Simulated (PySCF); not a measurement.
Working out the ionisation energy of N²⁺

N²⁺ [He] 2s2 2p1 (2P) → N³⁺ [He] 2s2 (1S). Calculation: PySCF 2.14, in aug-cc-pVTZ with one added diffuse shell each of s, p, d, f type (6s5p4d3f, 62 functions); no relativity, point nucleus. Frozen: 1s2. Energies in hartree (1 hartree = 27.21139 eV):

```tsv
part	N²⁺ (lower)	N³⁺ (upper)
UHF	-52.817673	-51.080696
CCSD correlation	-0.083285	-0.085354
(T)	-0.001042	0.000000
```

Task: What does Hartree-Fock give?

Result: (-51.080696) − (-52.817673) = 1.736977 hartree = 47.266 eV.

Task: What do CCSD and CCSD(T) give?

Result: The CCSD correlation energies differ by -0.002069 hartree = -0.056 eV and the triples by 0.001042 hartree = 0.028 eV, so CCSD gives 47.210 eV and CCSD(T) 47.238 eV.

A first-order spin-orbit estimate adds 0.014 eV to CCSD(T) (valence), giving 47.252 eV against 47.445 eV (semi-empirical (NIST evaluation); NIST Atomic Spectra Database, ionization energies).

The coupled-cluster amplitudes are large, so a single reference is strained.

What remains against the reference includes basis incompleteness, the frozen core and higher excitations.
